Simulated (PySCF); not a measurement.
Compound: C₅H₁₀N₂.
SMILES: `CCN1CCC=N1`

All values: wB97X-D/def2-SVPD (PySCF, non-relativistic), on one gas-phase PBE0-D3(BJ)/def2-SVP geometry that isn't relaxed in the solvent. The solvent is an IEF-PCM continuum (cavity from Bondi-type radii × 1.2), and excitations are vertical TDDFT with non-equilibrium linear response and a frozen core. The model holds no explicit solvent molecules, cavitation or dispersion.

Gas-phase singlets (H = HOMO, L = LUMO):

| state | E (eV) | λ (nm) | f | leading configuration |
| --- | --- | --- | --- | --- |
| S1 | 5.322 | 233 | 0.161 | H→L 98% |
| S2 | 5.982 | 207 | 0.006 | H→L+1 91% |
| S3 | 6.322 | 196 | 0.003 | H-1→L 97% |
| S4 | 6.689 | 185 | 0.001 | H→L+2 84% |
| S5 | 6.958 | 178 | 0.012 | H→L+3 58% |

**Question.** What are the lowest 5 singlets in acetone (ε = 20.49)?

**Answer.** 
| state | E (eV) | λ (nm) | f | leading configuration | change by rank (eV) |
| --- | --- | --- | --- | --- | --- |
| S1 | 5.208 | 238 | 0.193 | H→L 98% | -0.114 |
| S2 | 6.143 | 202 | 0.007 | H→L+1 89% | +0.161 |
| S3 | 6.450 | 192 | 0.003 | H-1→L 98% | +0.128 |
| S4 | 6.933 | 179 | 0.001 | H→L+2 72% | +0.244 |
| S5 | 7.091 | 175 | 0.015 | H→L+3 58% | +0.133 |

**Question.** The ground-state energy changes by -0.203 eV from gas to acetone. By how much does the total energy of gas-phase S1 change?

**Answer.** E(S1) = E(S0) + excitation energy, so it changes by -0.203 − 0.114 = -0.317 eV: it is lowered more than the ground state, which is what a red shift means. This is the vertical state, with the slow part of the continuum still set for S0.

**Question.** How do the frontier levels move from gas to acetone?

**Answer.** 
```tsv
orbital	gas (eV)	solvent (eV)	change (eV)
LUMO+2	2.89	3.08	+0.19
LUMO+1	2.42	2.57	+0.15
LUMO	2.09	1.97	-0.12
HOMO	-7.59	-7.66	-0.07
HOMO-1	-9.90	-10.17	-0.27
HOMO-2	-11.49	-11.44	+0.05
HOMO-3	-11.66	-11.68	-0.02
```

The HOMO–LUMO gap goes from 9.68 to 9.63 eV.

Time: 36 s of wall time; peak memory 1.1 GiB. Hardware: an Arm Neoverse V2 with one thread, on a shared host. This is the whole response run at wB97X-D/def2-SVPD in acetone, SCF included.

The pairwise dispersion term of wB97X-D wasn't added to the energies; at a given geometry it leaves orbitals and properties as they are.
